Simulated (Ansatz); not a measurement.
Cost and result for the atomization energy of CH8SSi2 (`C[SiH2]S[SiH3]`) (12 atoms, 11 bonds).

Z-matrix (Å, degrees):
```
C
Si 1 1.862
H 1 1.092 2 110.7
H 1 1.092 2 110.7 3 -120.3
H 1 1.093 2 110.1 3 119.8
S 2 2.144 1 107.6 3 60.2
H 2 1.488 1 111.3 3 -59.6
H 2 1.488 1 111.3 3 180.0
Si 6 2.133 2 98.4 1 -179.8
H 9 1.486 6 111.0 2 60.5
H 9 1.486 6 111.0 2 -60.5
H 9 1.483 6 106.4 2 -180.0
```

Total charge 0; spin multiplicity 1. The geometry is a stationary point of PBE0-D4/def2-TZVP. It is one conformer, not always the lowest. Program: Ansatz. All runs use 4 threads of a server CPU on a shared host. Times are those of one run each, without the atoms' runs, and a repeat can differ threefold. Electronic energies, without spin–orbit coupling; frozen cores. CCSD(T)/CBS adds CCSD(T) − MP2 in def2-TZVPP to the MP2 limit, and its time is that of the two runs behind it. T1 = 0.011. HSE06 is the plane-wave form, built on full-range PBE exchange.

CCSD(T)/CBS is a level of theory with its own doubt, some kJ/mol a heavy atom from the limit and from the frozen cores, so smaller differences don't rank the functionals.

```csv
level,functions,wall time
revPBE-D4/def2-TZVPP,269,2.5 s
PBE-D4/def2-TZVPP (with forces),269,3.5 s
CCSD(T)/def2-SVP,108,3.7 s
HSE06-D4/def2-TZVPP,269,4.3 s
r2SCAN-D4/def2-TZVPP (with forces),269,6 s
PBE-QIDH/def2-TZVPP,269,6.5 s
r2SCANh-D4/def2-TZVPP,269,7 s
ωB97X-V/def2-TZVPP,269,9.5 s
B97M-V/def2-TZVPP,269,11 s
ωB97M-V/def2-TZVPP (with forces),269,14 s
MP2/def2-QZVPP,507,36 s
CCSD(T)/def2-TZVPP,269,2.4 min
CCSD(T)/CBS(def2),–,3 min
```

(1) What atomization energy does each give, and how far from CCSD(T)/CBS? (Estimate.)

## Answers

(1) Ansatz gave: 
```
                             level  atomization (kJ/mol)  difference from CCSD(T)/CBS  per bond
              revPBE-D4/def2-TZVPP                3852.9                        -76.4      -7.0
   PBE-D4/def2-TZVPP (with forces)                3908.5                        -20.8      -1.9
                  CCSD(T)/def2-SVP                3667.8                       -261.5     -23.8
               HSE06-D4/def2-TZVPP                3899.2                        -30.1      -2.7
r2SCAN-D4/def2-TZVPP (with forces)                3928.7                         -0.6      -0.1
               PBE-QIDH/def2-TZVPP                3889.2                        -40.1      -3.6
             r2SCANh-D4/def2-TZVPP                3918.5                        -10.8      -1.0
                ωB97X-V/def2-TZVPP                3951.9                         22.6       2.1
                 B97M-V/def2-TZVPP                3951.1                         21.8       2.0
  ωB97M-V/def2-TZVPP (with forces)                3937.2                          7.9       0.7
                    MP2/def2-QZVPP                3885.6                        -43.7      -4.0
                CCSD(T)/def2-TZVPP                3828.5                       -100.8      -9.2
                 CCSD(T)/CBS(def2)                3929.3                          0.0       0.0
```

From PBE to PBE0 (25 % exact exchange), in def2-TZVPP and without D4, the atomization energy moves by −6.7 kJ/mol: exact exchange takes away binding that semilocal exchange gives to molecules. At CCSD(T), def2-SVP lies −261.5 kJ/mol from the extrapolated value and def2-TZVPP −100.9 kJ/mol: correlation converges slowly with the basis, and small sets miss more of it in the bonded molecule than in its fragments. Leaving LDA and LC-ωPBE aside and taking each functional with its dispersion term where it has one, the values spread over 99.0 kJ/mol, from revPBE-D4 to ωB97X-V. LDA lies +462.0 kJ/mol from PBE without D4, its usual overbinding.
